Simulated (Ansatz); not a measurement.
Geometry optimisation, Ansatz 0.2.0, UKS LDA/def2-SVP.

input.yaml

```yaml
crystal:
  periodic: [false, false, false]
  atoms:
    - { symbol: Ti, position_ang: [0.1667, 0.9684, 0.4446] }
    - { symbol: O, position_ang: [-1.0976, 0.1865, -1.518] }
    - { symbol: C, position_ang: [0.597, -0.8982, 0.1748] }
    - { symbol: H, position_ang: [-0.2934, -0.566, -0.8514] }
    - { symbol: Cl, position_ang: [1.9171, 2.1834, 0.3604] }
    - { symbol: Cl, position_ang: [-1.0213, 1.1561, 2.2095] }
    - { symbol: H, position_ang: [-1.9934, -0.1431, -1.3799] }
    - { symbol: H, position_ang: [1.5637, -1.2025, -0.2418] }
    - { symbol: H, position_ang: [0.1612, -1.6846, 0.8018] }
magnetization:
  spin_polarized: true
basis:
  gaussian: { orbitals: def2-SVP }
hamiltonian:
  xc: lda
relax:
  f_tol: 0.15
  max_steps: 25
  restrain:
    - { distance: [3, 1], at: 0.97, k: 30.0 }
    - { distance: [0, 1], at: 3.56, k: 30.0 }
    - { distance: [3, 2], at: 2.37, k: 30.0 }
```

Launched with:

```bash
$ ansatz run input.yaml --threads 4 --pin off --max-ram 5120MiB --backend cpu --events-out ev --progress --plain --runs-dir out
```

Task: Where does it end, and by what steps?

Result: The forces met the threshold. The restraints hold the end off the free minimum. After 9 steps the energy has risen by 0.686 eV (the restraints' own energy left out); H4 moved furthest, 0.76 Å. Parted: Ti1–O2, Ti1–H4. Joined: O2–H4.

| step | energy less start (eV) | largest force component (eV/Å) | accepted |
| --- | --- | --- | --- |
| 0 | 0.0000 | 2.299 | yes |
| 1 | 0.6117 | 3.754 | yes |
| 2 | 0.8216 | 4.213 | yes |
| 3 | 0.8234 | 2.214 | yes |
| 4 | 0.7600 | 1.058 | yes |
| 5 | 0.9545 | 4.939 | no |
| 6 | 0.7225 | 0.715 | yes |
| 7 | 0.7011 | 0.601 | yes |
| 8 | 0.6882 | 0.434 | yes |
| 9 | 0.6857 | 0.437 | yes |

```xyz
9
Properties=species:S:1:pos:R:3
Ti 0.452 1.025 0.832
O -1.409 -0.075 -1.969
C 0.721 -0.724 0.403
H -0.654 -0.510 -1.513
Cl 2.281 2.179 0.563
Cl -0.940 1.177 2.501
H -2.180 -0.457 -1.505
H 1.629 -1.069 -0.142
H 0.101 -1.546 0.831
```

Whether the end is a true minimum wasn't checked by a vibrational analysis.

Run time: 27 s on 4 threads of Arm Neoverse N1, on a shared host, peak memory 0.22 GiB.
